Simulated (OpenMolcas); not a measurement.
**Tc4+: effect of the metal basis and ligand basis**

Tc4+ with 6 ligands (fluoride) in octahedral coordination (Oh) at 1.96 Å. A charge of +0.333 e stands 2.6 Å behind each ligand.

```
Program             : OpenMolcas
Method              : SS-CASPT2, IPEA 0.25 Eh, imaginary shift 0.1 Eh (closed shells correlated: 4s 4p and the ligand valence shells)
Spin-orbit coupling : RASSI with atomic mean-field integrals over the reference wave functions
```

Fixed: active space 3 electrons in 5 orbitals (4d), DKH2 Hamiltonian.

States (labels of O, the rotations of Oh). Energies in cm-1 above the lowest state or level, χT in cm3 K/mol.

| Run | Metal basis | Ligand basis | Ground state | First state of that spin | First gap with spin-orbit (degeneracies) | χT at 300 K | First state of another spin | Cost |
| --- | --- | --- | --- | --- | --- | --- | --- | --- |
| A | ANO-RCC-VDZP | ANO-RCC-VDZP | 4A2 | 4T2 30220 | 11760 (4, 4) | 1.763 | 2E 11820 | roughly 2.6 core-minutes |
| B | ANO-RCC-VTZP | ANO-RCC-VTZP | 4A2 | 4T2 29490 | 10970 (4, 4) | 1.760 | 2E 11060 | roughly 15 core-minutes |

Against A, the first state of the same spin changes by -2.4 % in B.

Costs are those of the CASPT2 steps.

Roots that are degenerate in the reference are averaged as groups; the widest CASPT2 spread within a group is 180 cm-1 (the 3-fold group of multiplicity 2 near 68300 cm-1 above the lowest state of its run, B). Shifts and gaps below about the spread of the groups concerned are not significant. Over all roots computed the reference weight is 0.69 to 0.70 in A, 0.68 to 0.69 in B; a low but even weight reflects the number of correlated electrons. Ligand-to-metal charge-transfer states are missing. With no ligand orbital active B as a rule stays too high, so bands that hang on it stand too high and its fall with covalency is understated. With one d shell and no ligand orbital active, 10Dq can be off by a tenth or more. The least metal-like active orbital is 77 % on the metal (Löwdin) and no ligand orbital is active, so the numbers are rough (holds for A). The least metal-like active orbital is 74 % on the metal (Löwdin) and no ligand orbital is active, so the numbers are rough (holds for B). No measured value stands beside these numbers; the geometry was imposed, not optimised, and the real ion may take another.
